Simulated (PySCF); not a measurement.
Two-component Hartree-Fock for C⁺ (carbon, charge +1)

Start: [He] 2s1 2p1 3d1; 2s1/2 filled at m_j = +1/2; 2p3/2 filled at m_j = +3/2; 3d5/2 filled at m_j = +5/2. Calculated with PySCF 2.14 in x2c-TZVPall-2c with one added diffuse shell each of s, p, d type (6s4p3d1f, 40 functions): generalised Hartree-Fock with the X2C-1e Hamiltonian and a Gaussian nucleus; one run each with spin-orbit coupling (SO) switched off, then screened by Boettger's factors. This is a chosen level, not necessarily the ground level.

| spinor shell | electrons | ε, spin-free (eV) | ε, screened SO (eV) | weight of nominal j (screened SO) | rms radius, screened SO (bohr) |
| --- | --- | --- | --- | --- | --- |
| 1s1/2 | 2 | -334.87 | -334.88 | 1.000 | 0.311 |
| 2s1/2 | 1 | -41.785 | -41.786 | 1.000 | 1.48 |
| 2p3/2 | 1 | -33.771 | -33.767 | 1.000 | 1.49 |
| 3d5/2 | 1 | -6.130 | -6.131 | 1.000 | 4.00 |

| quantity | spin-free | screened SO |
| --- | --- | --- |
| E (hartree) | -36.47343 | -36.47329 |
| M_J | 9/2 | 9/2 |
| ⟨J²⟩ | 24.751 | 24.751 |
| ⟨L²⟩ | 12.001 | 12.001 |
| ⟨S²⟩ | 3.750 | 3.750 |

Each row is a mean over spinors that exchange with the open shell spreads, by up to 2.935 eV (1s1/2).

Without spin-orbit coupling the j labels of p, d and f shells carry no meaning; the spin-free column gives the mean over the occupied spinors of each nl shell.
